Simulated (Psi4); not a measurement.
CH₅N₂ (SMILES NC=[NH2+]), charge +1, singlet, geometry from GFN2-xTB; SVWN/STO-3G (Psi4).

Input for Psi4:
```
memory 2 GB

molecule {
1 1
N     1.14797274    0.20018934    0.03700286
C     0.00000738   -0.40400940    0.15397542
N    -1.14797868    0.12474531   -0.16084144
H     1.21954645    1.14751701   -0.31697552
H     2.01157036   -0.25676282    0.29638706
H     0.00002593   -1.41964718    0.54105366
H    -1.21958691    1.06736807   -0.52715794
H    -2.01155856   -0.38896122   -0.05028975
}

set {
  basis sto-3g
  reference uks
}

energy('svwn')
print_variables()
```

The log (banner, timings and long lists left out):

```
   => Loading Basis Set <=

    Name: STO-3G
    Role: ORBITAL
    Keyword: BASIS

         ---------------------------------------------------------
                                   SCF
               by Justin Turney, Rob Parrish, Andy Simmonett
                          and Daniel G. A. Smith
                              UKS Reference
         ---------------------------------------------------------

  ==> Geometry <==

    Molecular point group: c1
    Full point group: C1

    Geometry (in Angstrom), charge = 1, multiplicity = 1:

       Center              X                  Y                   Z               Mass
    ------------   -----------------  -----------------  -----------------  -----------------
         N            1.147972681606     0.203460383293     0.035756206225    14.003074004430
         C            0.000007321606    -0.400738356707     0.152728766225    12.000000000000
         N           -1.147978738394     0.128016353293    -0.162088093775    14.003074004430
         H            1.219546391606     1.150788053293    -0.318222173775     1.007825032230
         H            2.011570301606    -0.253491776707     0.295140406225     1.007825032230
         H            0.000025871606    -1.416376136707     0.539807006225     1.007825032230
         H           -1.219586968394     1.070639113293    -0.528404593775     1.007825032230
         H           -2.011558618394    -0.385690176707    -0.051536403775     1.007825032230

  Running in c1 symmetry.

  Rotational constants: A =      1.98624  B =      0.34779  C =      0.29597 [cm^-1]
  Rotational constants: A =  59546.04794  B =  10426.48456  C =   8872.85235 [MHz]
  Nuclear repulsion =   80.053964348361035

  Charge       = 1
  Multiplicity = 1
  Electrons    = 24
  Nalpha       = 12
  Nbeta        = 12

  ==> Algorithm <==

  SCF Algorithm Type is DF.
  DIIS enabled.
  MOM disabled.
  Fractional occupation disabled.
  Guess Type is SAD.
  Energy threshold   = 1.00e-06
  Density threshold  = 1.00e-06
  Integral threshold = 1.00e-12

  ==> Primary Basis <==

  Basis Set: STO-3G
    Blend: STO-3G
    Number of shells: 14
    Number of basis functions: 20
    Number of Cartesian functions: 20
    Spherical Harmonics?: true
    Max angular momentum: 1

  ==> DFT Potential <==

   => LibXC <=

    Version 7.1.2
    S. Lehtola, C. Steigemann, M. J. T. Oliveira, and M. A. L. Marques,  SoftwareX 7, 1–5 (2018) (10.1016/j.softx.2017.11.002)

   => Composite Functional: SVWN <=

[...]
      Ntotal   =   23.9999852387 ; deviation = -1.476e-05

   @Spin Contamination Metric:   2.486899575E-14
   @S^2 Expected:                0.000000000E+00
   @S^2 Observed:                2.486899575E-14
   @S   Expected:                0.000000000E+00
   @S   Observed:                0.000000000E+00

    Orbital Energies [Eh]
    ---------------------

    Alpha Occupied:

[...]
    Alpha Virtual:

[...]
    Beta Occupied:

[...]
    Beta Virtual:

[...]
    Final Occupation by Irrep:
              A
    DOCC [    12 ]
    SOCC [     0 ]
    NA   [    12 ]
    NB   [    12 ]

  @DF-UKS Final Energy:  -147.66877570475916

   => Energetics <=

    Nuclear Repulsion Energy =             80.0539643483610348
    One-Electron Energy =                -351.6833606934467298
    Two-Electron Energy =                 143.8501520077942928
    DFT Exchange-Correlation Energy =     -19.8895313674677539
    Empirical Dispersion Energy =           0.0000000000000000
    VV10 Nonlocal Energy =                  0.0000000000000000
    Total Energy =                       -147.6687757047591560

  UHF NO Occupations:
  HONO-2 :   10  A 2.0000000
  HONO-1 :   11  A 2.0000000
  HONO-0 :   12  A 2.0000000
  LUNO+0 :   13  A 0.0000000
  LUNO+1 :   14  A 0.0000000
  LUNO+2 :   15  A 0.0000000
  LUNO+3 :   16  A 0.0000000

Computation Completed

Properties will be evaluated at   0.000000,   0.000000,   0.000000 [a0]

Properties computed using the SCF density matrix

 Multipole Moments:

 ------------------------------------------------------------------------------------
     Multipole            Electronic (a.u.)      Nuclear  (a.u.)        Total (a.u.)
 ------------------------------------------------------------------------------------

 L = 1.  Multiply by 2.5417464519 to convert [e a0] to [Debye]
 Dipole X            :          0.0000002           -0.0000028           -0.0000026
 Dipole Y            :          0.0184107            0.1545344            0.1729451
 Dipole Z            :         -0.0070166           -0.0588959           -0.0659125
 Magnitude           :                                                    0.1850796

 ------------------------------------------------------------------------------------

  Variable Map:
  ----------------------------------------------------------------------------
[...]
  Array Variable Map:
  ----------------------------------------------------------------------------
[...]
[...]
```
